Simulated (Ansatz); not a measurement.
C2H8N2Si, SMILES `C1NC[SiH2]N1`, relaxed with RKS PBE0-D4/def2-TZVP in Ansatz 0.2.0 from a PBE-D4/def2-SVP geometry. The force threshold is 0.005 eV/Å; the program also tests the step.

Total charge 0; spin multiplicity 1.

Start:

```xyz
13

C    -1.068   -0.134   -0.807
N     0.242   -0.770   -0.968
C     1.271    0.002   -0.265
Si    0.366    0.310    1.387
N    -1.192    0.256    0.593
H    -1.866   -0.854   -1.100
H    -1.186    0.768   -1.476
H     0.468   -0.891   -1.963
H     1.541    0.984   -0.740
H     2.205   -0.587   -0.159
H     0.705    1.636    2.021
H     0.591   -0.755    2.434
H    -2.079    0.033    1.041
```

```json
{"step": "1", "energy (eV)": "-13055.1195", "largest force (eV/Å)": "0.615", "largest move (Å)": "0.000"}
{"step": "2", "energy (eV)": "-13055.1764", "largest force (eV/Å)": "0.287", "largest move (Å)": "0.028"}
{"step": "3", "energy (eV)": "-13055.1835", "largest force (eV/Å)": "0.056", "largest move (Å)": "0.013"}
{"step": "4", "energy (eV)": "-13055.1836", "largest force (eV/Å)": "0.011", "largest move (Å)": "0.004"}
{"step": "5", "energy (eV)": "-13055.1837", "largest force (eV/Å)": "0.018", "largest move (Å)": "0.010"}
{"step": "6 (rejected)", "energy (eV)": "-13055.1837", "largest force (eV/Å)": "0.023", "largest move (Å)": "0.008"}
{"step": "7", "energy (eV)": "-13055.1837", "largest force (eV/Å)": "0.002", "largest move (Å)": "0.004"}
```

End:

```xyz
13

C    -1.061   -0.127   -0.801
N     0.239   -0.761   -0.970
C     1.266   -0.002   -0.258
Si    0.360    0.314    1.366
N    -1.178    0.244    0.596
H    -1.846   -0.835   -1.087
H    -1.168    0.768   -1.442
H     0.462   -0.861   -1.953
H     1.539    0.953   -0.738
H     2.174   -0.598   -0.149
H     0.680    1.630    1.985
H     0.576   -0.726    2.413
H    -2.044    0.000    1.039
```

Hardware: 4 threads of a server CPU on a shared host. Wall time 31 s, peak host memory 0.56 GiB.
